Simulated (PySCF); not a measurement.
CHAlFNO, singlet, geometry from GFN2-xTB (such geometries of metal compounds can be far from the true shape), atoms displaced at random by about 0.08 Å a coordinate.

The PySCF input:
```python
from pyscf import gto, scf, dft

mol = gto.Mole()
mol.atom = '''
    Al   -0.10366693   -0.62108084   -1.04576215
    F    -1.61339244   -0.75288639   -1.51295611
    H     0.81385030   -1.14501869   -2.00208038
    N     0.35060320    0.17205900    0.36345270
    C     0.69706342    0.73577111    1.34639364
    O     1.16601621    1.32648909    2.38576548
'''
mol.basis = '6-31g'
mol.verbose = 4
mol.build()

mf = dft.RKS(mol)
mf.xc = 'b3lyp'
mf.kernel()
g = mf.nuc_grad_method()
grad = g.kernel()
```

Task: Estimate the total energy that B3LYP/6-31G, gradient in PySCF returns for this input.

Result: -510.9428 Eh

Task: What HOMO energy does B3LYP/6-31G, gradient give?

Result: -8.72 eV

Task: Give the dipole moment at the level B3LYP/6-31G, gradient.

Result: 1.78 D

Task: What Mulliken (on the basis functions themselves) charges in atom order does B3LYP/6-31G, gradient give?

Result: Al1 1.25, F2 -0.52, H3 -0.14, N4 -0.57, C5 0.38, O6 -0.40

Task: What number of basis functions does B3LYP/6-31G, gradient give?

Result: 51
